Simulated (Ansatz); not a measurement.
Relaxation of ClFH$_{3}$Sn (6 atoms, charge 0, multiplicity 2), to a largest force component of 0.03 eV/Å in at most 50 steps.

The calculation used Ansatz, UHF/def2-SVP.

```xyz
6
Properties=species:S:1:pos:R:3:forces:R:3
Sn -0.045 0.000 -0.059 0.03 0.00 0.38
H 0.047 0.000 1.666 -0.02 0.00 -0.62
Cl 2.185 0.000 -0.840 0.00 0.00 0.00
H -0.769 1.414 -0.661 0.00 0.01 0.00
H -0.769 -1.414 -0.661 0.00 -0.01 0.00
F -0.014 0.000 3.793 -0.01 0.00 0.24
```

Problem. Where does it end, and by what steps?

Solution. The forces met the threshold. The force dipped under the threshold on the way, but the program's further checks kept it going. After 6 steps the energy has fallen by 0.079 eV; F6 moved furthest, 0.78 Å.

```csv
step,energy less start (eV),largest force component (eV/Å),accepted
0,0.0000,0.621,yes
1,-0.0211,0.286,yes
2,-0.0512,0.137,yes
3,-0.0654,0.166,yes
4,-0.0772,0.023,yes
5,-0.0791,0.027,yes
6,-0.0794,0.019,yes
```

```xyz
6
Properties=species:S:1:pos:R:3
Sn -0.041 0.000 -0.203
H 0.052 0.000 1.493
Cl 2.188 0.000 -0.992
H -0.762 1.414 -0.814
H -0.762 -1.414 -0.814
F -0.042 0.000 4.569
```

Whether the end is a true minimum wasn't checked by a vibrational analysis.

Time of the run: 40 s on 1 thread of Arm Neoverse V1, on a shared host, peak memory 0.24 GiB.
